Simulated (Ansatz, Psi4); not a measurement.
Heat of formation of AlClF2 (SMILES [F][Al]([F])[Cl]) from total energies

AlClF2 has 4 atoms, charge 0, and is taken as a singlet. As SMILES, `[F][Al]([F])[Cl]`. The shape is that of a PBE0-D4/def2-TZVP optimisation.

Total energies at PBE0/def2-SVPD (Psi4 1.11); the atoms run unrestricted:

```tsv
species	state	energy (Eh)
AlClF2	singlet	-901.723896
F	doublet	-99.559580
Al	doublet	-242.165196
Cl	doublet	-459.846493
```

Harmonic wavenumbers at PBE0-D4/def2-TZVP, in cm⁻¹: 184, 234, 263, 511, 834, 953.

Measured heats of formation of the gaseous atoms at 298.15 K, in kJ/mol: F 79.4, Al 329.7, Cl 121.3. Spin-orbit lowering of the atoms at 298 K (mean of the ground term's levels less their thermal mean, from spectra), in kJ/mol: F 1.29, Al 0.17, Cl 3.44. Take 1 Eh = 2625.50 kJ/mol, 1 cm⁻¹ = 0.0119627 kJ/mol, RT = 2.479 kJ/mol.

What heat of formation follows?


1. Electronic atomisation energy: 2 × (-99.559580) + (-242.165196) + (-459.846493) − (-901.723896) = 0.593047 Eh = 1557.0 kJ/mol.
2. Zero-point energy: half the sum of the wavenumbers, 1489.5 cm⁻¹ = 17.8 kJ/mol.
3. Thermal vibrational enthalpy, Σ hcν̃/(exp(hcν̃/kT) − 1): 5.0 kJ/mol. Translation, rotation and pV of a non-linear molecule: 4 RT = 9.9 kJ/mol.
4. The 4 free atoms carry 5/2 RT each: 24.8 kJ/mol.
5. Spin-orbit coupling lowers the free atoms by 2 × 1.29 + 0.17 + 3.44 = 6.2 kJ/mol.
6. Atomisation enthalpy at 298 K: 1557.0 − 6.2 − 17.8 − 5.0 − 9.9 + 24.8 = 1542.9 kJ/mol.
7. Sum of the atoms' heats of formation: 609.8 kJ/mol. Heat of formation: 609.8 − 1542.9 = -933.1 kJ/mol.

The tabulated value is -999.1 kJ/mol (NIST-JANAF tables), so this level is off by +66.0 kJ/mol, or 4.1 % of the atomisation enthalpy that the table implies (1608.9 kJ/mol). Anharmonicity and any spin-orbit splitting of the molecule are left out.
